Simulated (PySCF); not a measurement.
Telling isomers of C8H5F3O2 apart by NMR

PySCF 2.14.0 with density-fitted response routines calculation with shielding tensors at PBE0/pcSseg-1 (GIAO) and structure optimised with GFN2-xTB; non-relativistic Hamiltonian, rapidly exchanging positions averaged, gas phase, single conformer.

Chemical shifts δ = σref − σ; TMS for 1H, 13C, all at this level. Splittings of carbon signals by F and P are missing where no couplings were computed. Where no couplings were computed, multiplicities follow the n + 1 count of equivalent neighbours, and m marks all less simple cases (inequivalent or close neighbours, rings, F or P nearby). Acid and N–H amide carbonyl carbons lie up to 10 ppm further downfield in solution (hydrogen bonding). Shifts are as computed. Against solution values, carbons near 30 ppm lie about +3 ppm off and those near 130 ppm about +5 ppm. Of 1211 compounds with measured shifts, 218 miss one by over three times the rms of a fit or turn the order of signals round; such compounds aren't used in these exercises. OH and NH positions are gas-phase values without hydrogen bonding to other molecules.

(1) Tabulate the signals of `O=C(O)c1ccccc1C(F)(F)F`, `Fc1cc(F)c2c(c1)O[C@@H](F)CO2` and their relative energies.

(2) What is the quickest way to tell O=C(O)c1ccccc1C(F)(F)F from Fc1cc(F)c2c(c1)O[C@@H](F)CO2?

Results:

(1) 
| SMILES | carbon types | δC | δH | E rel. (kcal/mol) |
| --- | --- | --- | --- | --- |
| O=C(O)c1ccccc1C(F)(F)F | 4×C 4×CH | 172.8, 138.5, 137.5, 137.3, 136.7, 136.2, 133.3, 132.6 | 8.33 (d, 1H), 8.16 (m, 1H), 7.96 (m, 1H), 7.94 (m, 1H), 6.79 (br s, 1H) | 0.0 |
| Fc1cc(F)c2c(c1)O[C@@H](F)CO2 | 4×C 3×CH 1×CH2 | 165.5, 161.6, 147.8, 135.8, 106.8, 105.7, 105.0, 68.2 | 6.91 (m, 1H), 6.90 (m, 1H), 6.13 (m, 1H), 4.62 (m, 1H), 3.89 (m, 1H) | 37.5 |

Energies are electronic energies at PBE0/pcSseg-1 on these geometries, without zero-point or thermal terms, each for the one conformer computed, which needn't be the lowest.

(2) Both give the same number of carbon signals, but DEPT or the intensities differ. The first has an aromatic CH at 138.5 ppm, the second an sp3 CH2 bonded to O at 68.2 ppm. Their most deshielded carbons lie at 172.8 and 165.5 ppm. In the proton spectra the most deshielded non-exchanging signals are 8.33 (d, 1H) and 6.91 (m, 1H).
